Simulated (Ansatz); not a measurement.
Computed with Ansatz on PBE0-D4/def2-TZVP structures; ΔE is electronic, products minus reactants. CCSD(T)/CBS adds triple-zeta CCSD(T) − MP2 to the extrapolated MP2 energy (def2 sets, frozen cores). This one scheme is used for every species. For Ga outer-core shells are correlated without core-valence functions, which leaves a few kJ/mol of doubt a bond. Scalar relativity is left out up to krypton. One conformer a species, not always the lowest.

`[OH][Ga]([SH])[Cl]` + H₂ → `[OH][GaH][Cl]` + H₂S  (hydrogenolysis of a Ga–S bond)

```tsv
species	CCSD(T)/CBS(def2) energy (Eh)
`[OH][Ga]([SH])[Cl]`	-2857.99955
H₂	-1.17544
`[OH][GaH][Cl]`	-2460.17745
H₂S	-398.97279
```

**Question.** Work out ΔE.

**Answer.** ΔE = (-2460.17745) + (-398.97279) − (-2857.99955) − (-1.17544) = 0.02475 Eh = +65.0 kJ/mol.

Largest T1 diagnostic among the species: 0.013.

In def2-TZVPP, CCSD(T) changes the Hartree–Fock value by +15.5 kJ/mol (the triples alone add +4.9 kJ/mol) and MP2 by +24.4 kJ/mol. The D4 term adds +9.0 kJ/mol with B3LYP and +4.9 kJ/mol with PBE0; it sums over pairs of atoms, weighted by their polarisabilities, and B3LYP, whose exchange is more repulsive, gets the larger term.

B3LYP here is the variant with VWN-RPA as its local correlation; programs differ in this.
